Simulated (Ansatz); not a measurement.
F₆Re (SMILES [F][Re]([F])([F])([F])([F])[F]), doublet, at a GFN2-xTB geometry (such geometries of metal compounds can be far from the true shape) (the multiplicity is a formal guess) (core potentials on Re); B3LYP/def2-TZVP in Ansatz (a program for electronic structure).

Here is a job for Ansatz.
Ansatz 0.2 input:
```yaml
crystal:
  periodic: [false, false, false]
  atoms:
    - {symbol: Re, position_ang: [0.00000000, -0.00000000, 0.00000000]}
    - {symbol: F, position_ang: [1.10905314, -0.46150799, -1.35505160]}
    - {symbol: F, position_ang: [-1.10905314, 0.46150799, 1.35505160]}
    - {symbol: F, position_ang: [-1.11122240, 0.75995228, -1.16831620]}
    - {symbol: F, position_ang: [-0.88020309, -1.57166272, -0.18512734]}
    - {symbol: F, position_ang: [0.88020309, 1.57166272, 0.18512734]}
    - {symbol: F, position_ang: [1.11122240, -0.75995228, 1.16831620]}
basis:
  gaussian:
    orbitals: def2-TZVP
hamiltonian:
  xc: b3lyp
magnetization: {spin_polarized: true, initial_magnetization: 1}
scf: {lower_state_search: light}
```

### Question
Predict the main parts of the log of this Ansatz run.

### Answer

```
Functional definition: B3LYP
1313 factors; their error is unknown
mean field evaluation 1: about -18429.2589 eV, gradient 7.0e1 eV
mean field evaluation 2: about -18310.4189 eV, gradient 2.1e2 eV
mean field evaluation 4: about -18443.0615 eV, gradient 1.6e1 eV
mean field evaluation 8: about -18443.8147 eV, gradient 1.1e-1 eV
mean field evaluation 16: about -18443.8147 eV, gradient 2.6e-5 eV
mean field evaluation 32: about -18443.7169 eV, gradient 4.4e0 eV
mean field -18443.81468459 eV, -677.7976879919 hartree, gradient 3.4e-6 eV, S^2 0.752125; 2 other end points of the search recorded, 0 dependent functions left out
reference -18443.81490399 eV, -677.7976960548 hartree; 35, 34 occupied and 191, 192 virtual orbitals, 1313 factors
Total energy: -18443.81490399 eV, -677.7976960548 hartree
```
